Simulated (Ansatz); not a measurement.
Compare A (`C[Se][AlH][BH]S`) with its isomer B (`B[Se][CH2][AlH][SH]`).

Isolated molecules relaxed with PBE0-D4/def2-TZVP in Ansatz; ΔE leaves out vibrations. CBS: MP2 limit from def2 TZ/QZ plus the TZ coupled-cluster correction, frozen cores. DFT in def2-TZVPP. B3LYP here is the variant with VWN-RPA as its local correlation; programs differ in this. For Se outer-core shells are correlated without core-valence functions, which leaves a few kJ/mol of doubt a bond. Scalar relativity is left out up to krypton. One conformer a species, not always the lowest.

(1) Which is lower in electronic energy at CCSD(T)/CBS, and by how much? (An estimate is asked.)

(2) Give E(B) − E(A) in kJ/mol with HF/def2-TZVPP, B3LYP-D4, B3LYP, CCSD/def2-TZVPP, B2PLYP, PBE-D4, CCSD(T)/def2-TZVPP. (An estimate is asked.)

Largest T1 diagnostic: 0.014.

Answers

(1) Ansatz gave: B, by 35.0 kJ/mol.

(2) Computed: HF/def2-TZVPP -14.4, B3LYP-D4 -25.4, B3LYP -19.4, CCSD/def2-TZVPP -30.8, B2PLYP -27.3, PBE-D4 -24.9, CCSD(T)/def2-TZVPP -33.5. None reverses the order clearly.

In def2-TZVPP, CCSD(T) changes the Hartree–Fock value by −19.1 kJ/mol (the triples alone add −2.7 kJ/mol) and MP2 by −26.3 kJ/mol. The D4 term adds −5.9 kJ/mol with B3LYP and −2.9 kJ/mol with PBE0; it sums over pairs of atoms, weighted by their polarisabilities, and B3LYP, whose exchange is more repulsive, gets the larger term.
